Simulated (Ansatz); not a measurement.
Br3HOZr, SMILES `[OH][Zr]([Br])([Br])[Br]`, 6 atoms. Total charge 0; spin multiplicity 1. Correlated methods include outer-core shells of Br, Zr, which these sets cover unevenly. Scalar relativity is left out up to krypton. Zr takes the def2 core potential. All runs use 4 threads of an Arm Neoverse V2 on a shared host. Correlated methods freeze the cores.

(1) How many basis functions does each run have, and how long does it take in Ansatz? RKS PBE-D4/def2-TZVPP energy and forces; RKS ωB97M-V/def2-SVP energy; RKS ωB97M-V/def2-QZVPP energy; RKS PBE0-D4/def2-SVP energy; RKS PBE0-D4/def2-TZVP frequencies; RKS PBE0-D4/def2-TZVP relaxation (6 steps); RHF-CCSD(T)/def2-SVP energy; direct RPA on PBE orbitals/def2-TZVPP energy; RHF-MP2/def2-TZVPP energy; RKS HSE06 (plane-wave form)-D4/def2-TZVPP energy; RHF-MP2/def2-QZVPP energy; RKS ωB97M-V/def2-TZVPP energy and forces. (Estimate.)

## Answers

(1) The calculation gave: Other jobs shared the machine, so times are rough.

```tsv
level	job	functions	wall time	peak host memory (GiB)
RKS PBE0-D4/def2-SVP	energy	146	3.4 s	0.48
RKS PBE-D4/def2-TZVPP	energy and forces	245	4.5 s	0.4
RHF-MP2/def2-TZVPP	energy	245	7 s	0.8
RKS HSE06 (plane-wave form)-D4/def2-TZVPP	energy	245	8.5 s	1.3
direct RPA on PBE orbitals/def2-TZVPP	energy	245	10 s	0.67
RKS ωB97M-V/def2-SVP	energy	146	14 s	0.66
RKS ωB97M-V/def2-TZVPP	energy and forces	245	27 s	1.5
RHF-MP2/def2-QZVPP	energy	435	35 s	2.6
RKS ωB97M-V/def2-QZVPP	energy	435	43 s	3
RHF-CCSD(T)/def2-SVP	energy	146	56 s	1.2
RKS PBE0-D4/def2-TZVP	relaxation (6 steps)	221	61 s	0.95
RKS PBE0-D4/def2-TZVP	frequencies	221	4 min	0.96
```
